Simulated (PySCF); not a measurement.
A thermochemical cycle for CsGa

MP2 in PySCF with def2-SVP on every atom (core potentials on Cs), for the lowest determinant that a PBE0 search found; no spin–orbit coupling. CsGa, a triplet (σ ↑, π ↑), has De = 0.38 eV to neutral atoms, and CsGa⁺, a doublet (σ ↑), has De = 0.36 eV to Cs⁺ + Ga.

The adiabatic ionisation energy of CsGa, between the minima, is 3.76 eV.

**Question.** Which ionisation energy of the Cs atom does this level give?

**Answer.** IE(Cs) = IE(molecule) + De(ion) − De(neutral) = 3.76 + 0.36 − 0.38 = 3.74 eV; the measured value is 3.894 eV (NIST ASD).

Correlated steps freeze 9 core orbitals. Weak bonds: CsGa, CsGa⁺. Basis-set superposition, not corrected here, can be much of De in a small basis, most of all at correlated wavefunction levels. Spin–orbit coupling is left out, which matters for elements this heavy, above all for dissociation energies. For an ion De counts to the pair picked by the measured ionisation energies or electron affinities, which need not be the lowest pair at this level. States were picked by a PBE0 search and need not be the measured ground states.
